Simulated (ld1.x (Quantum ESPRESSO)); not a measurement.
**What one change does to a pseudopotential (phosphorus (P), RRKJ)**

```
Element                 : phosphorus
Generator               : ld1.x (Quantum ESPRESSO) 7.5
Type                    : norm-conserving RRKJ (Kleinman–Bylander form)
Functional              : BLYP
Relativity              : non-relativistic
Frozen core             : [Ne]
Valence charge          : 5
Reference configuration : 3s2 3p2.5 (charge +0.5)
Partial waves           : 3s (bound): rc 1.30 bohr; 3p (bound): rc 1.75 bohr; 3d channel at 0.45 Ry: rc 1.75 bohr
Local potential         : the d channel
Core correction         : Bessel-smoothed model core inside 1.15 bohr
rho0                    : 0.005
```

Change: core correction Bessel-smoothed model core inside 1.50 bohr.

Cutoffs: the cutoffs (Ry, on a coarse ladder) from which the occupation-weighted sum of valence levels, in a spherical-Bessel basis at the reference potential, stays within 10 and 1 mRy of its value at 400 Ry; they do not see the model core or the augmentation charge, which bear on the density cutoff. Errors are all-electron minus pseudo energies relative to the spin-unpolarised reference configuration.

Question: How do hardness, ghosts and transferability respond?

Answer: The potential gets neither clearly harder nor softer (25 Ry and 80 Ry → 25 Ry and 80 Ry); of the 7 tests that both files solve, the error grows in 3 and shrinks in 2 by more than 15 % and 0.3 meV (median size 3.5 → 2.7 meV); neither file shows a bound ghost. A wider model core is smoother and lowers the density cutoff, which this test does not measure.

```csv
quantity,base,changed
"cutoff, loose",25 Ry,25 Ry
"cutoff, tight",80 Ry,80 Ry
bound ghosts,none,none
"error for 3s2 3p3, meV [ΔE -3.70 eV]",+0.7,+0.8
"error for 3s2 3p2, meV [ΔE 5.88 eV]",+1.5,+1.8
"error for 3s2 3p1, meV [ΔE 24.91 eV]",+23,+30
"error for 3s0 3p5, meV [ΔE 13.37 eV]",-14,-10
"error for 3s2 3p3.3, meV [ΔE -4.97 eV]",+1.4,+1.6
"error for 3s1 3p4, meV [ΔE 4.76 eV]",-3.5,-2.7
"error for 3s1 3p0, meV [ΔE 106.53 eV]",+249,+412
s: phases at 1.89 bohr within 0.05 rad from the reference energy up to (Ry; the scan ends near 5),1.5,1.5
p: phases at 1.89 bohr within 0.05 rad from the reference energy up to (Ry; the scan ends near 5),4.6,4.6
d: phases at 1.89 bohr within 0.05 rad from the reference energy up to (Ry; the scan ends near 5),to the end of the scan,to the end of the scan
```
